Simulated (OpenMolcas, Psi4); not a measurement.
# How methods differ on CuF (fluorocopper)

The species is CuF (2 atoms), meant as a singlet with charge 0. As SMILES, `[F][Cu]`. The coordinates come from a PBE0-D4/def2-TZVP relaxation.

```xyz
2

F     0.7510   -0.2689    0.3771
Cu   -0.7510    0.2689   -0.3771
```

Each level gives the energy change with the F1–Cu2 bond stretched from 1.765 to 2.647 Å (eV). The values are calculated.

```
                          level                   kind     program  value (eV)  less CCSD(T)/def2-TZVPP  CPU time (all runs)
   BLYP/def2-TZVPP (restricted)                    GGA  OpenMolcas        1.92                    -0.18                 36 s
  M06-L/def2-TZVPP (restricted)               meta-GGA  OpenMolcas        2.27                    +0.17                 42 s
   TPSS/def2-TZVPP (restricted)               meta-GGA  OpenMolcas        2.07                    -0.03                 43 s
  B3LYP/def2-TZVPP (restricted)          global hybrid  OpenMolcas        2.04                    -0.06                 34 s
  BHLYP/def2-TZVPP (restricted)          global hybrid  OpenMolcas        2.11                    +0.01                 31 s
 B2PLYP/def2-TZVPP (restricted)          double hybrid  OpenMolcas        2.15                    +0.05                 28 s
    MP2/def2-TZVPP (restricted)    perturbation theory  OpenMolcas        2.33                    +0.23                 16 s
CCSD(T)/def2-TZVPP (restricted)  coupled cluster or CI        Psi4        2.10                     0.00              3.1 min
```

CCSD(T)/def2-TZVPP (restricted) is the highest level here, not the true value. The first shape isn't each level's own minimum. The values span 1.92 to 2.33 eV. Times are those of the runs behind each value, whatever else they computed, on shared processors of several kinds: orders of magnitude only.
